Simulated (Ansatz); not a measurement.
Reaction (substitution at a C–C bond): `CC(F)(CF)C(F)F` + HCl → `FCCl` + `CC(F)C(F)F`

Program: Ansatz. Geometries: PBE0-D4/def2-TZVP. ΔE: electronic, gas phase. CCSD(T)/CBS is the MP2 limit (def2-TZVPP, def2-QZVPP) plus CCSD(T) − MP2 in def2-TZVPP, frozen cores. This one scheme is used for every species. Functionals use def2-TZVPP. B3LYP here is the variant with VWN-RPA as its local correlation; programs differ in this. HSE06 is defined as in plane-wave codes. Each species was taken in one conformer, which may not be the lowest.

```tsv
level	ΔE (kJ/mol)	difference from CCSD(T)/CBS
LDA (SPW92)	39.4	0.7
PBE-D4	26.3	-12.4
revPBE-D4	26.9	-11.8
BLYP-D4	25.3	-13.4
B97M-V	37.6	-1.1
B3LYP-D4	29.6	-9.1
r2SCANh-D4	34.7	-4.0
r2SCAN0-D4	35.9	-2.8
HSE06-D4	30.7	-8.0
BHLYP-D4	34.1	-4.6
CAM-B3LYP-D4	35.0	-3.7
ωB97X-V	36.0	-2.7
ωB97M-V	37.3	-1.4
PBE-QIDH	35.3	-3.4
PBE	21.2	-17.5
revPBE	13.5	-25.2
BLYP	14.9	-23.8
r2SCAN	32.2	-6.5
PBE0	26.8	-11.9
B3LYP	21.8	-16.9
r2SCANh	33.0	-5.7
r2SCAN0	34.0	-4.7
HSE06	26.4	-12.3
BHLYP	28.7	-10.0
CAM-B3LYP	30.4	-8.3
LC-ωPBE	33.3	-5.4
RPA@PBE/def2-TZVPP	40.9	2.2
MP2/def2-SVP	55.3	16.6
CCSD/def2-SVP	54.3	15.6
CCSD(T)/def2-SVP	55.5	16.8
HF/def2-TZVPP	27.0	-11.7
MP2/def2-TZVPP	40.6	1.9
SCS-MP2/def2-TZVPP	36.7	-2.0
CCSD/def2-TZVPP	40.9	2.2
CCSD(T)/def2-TZVPP	41.5	2.8
HF/def2-QZVPP	26.4	-12.3
MP2/def2-QZVPP	38.8	0.1
SCS-MP2/def2-QZVPP	35.0	-3.7
MP2/CBS(def2)	37.8	-0.9
CCSD/CBS(def2)	38.1	-0.6
CCSD(T)/CBS	38.7	0
```

(1) What do rigid-rotor, harmonic-oscillator terms from PBE0-D4/def2-TZVP frequencies (298.15 K, 1 bar) make of the CCSD(T)/CBS value? (An estimate is asked.)

Largest T1 diagnostic among the species: 0.011.

## Answers

(1) The calculation gave: ΔZPE = +10.1 kJ/mol, ΔH = +45.9 kJ/mol, ΔS = 33 J/(mol·K), ΔG = +36.0 kJ/mol.

The D4 term adds +7.8 kJ/mol with B3LYP and +4.5 kJ/mol with PBE0; it sums over pairs of atoms, weighted by their polarisabilities, and B3LYP, whose exchange is more repulsive, gets the larger term. At CCSD(T), def2-SVP lies +16.8 kJ/mol from the extrapolated value and def2-TZVPP +2.8 kJ/mol. From BLYP to BHLYP (50 % exact exchange), in def2-TZVPP and without D4, ΔE moves by +13.8 kJ/mol.
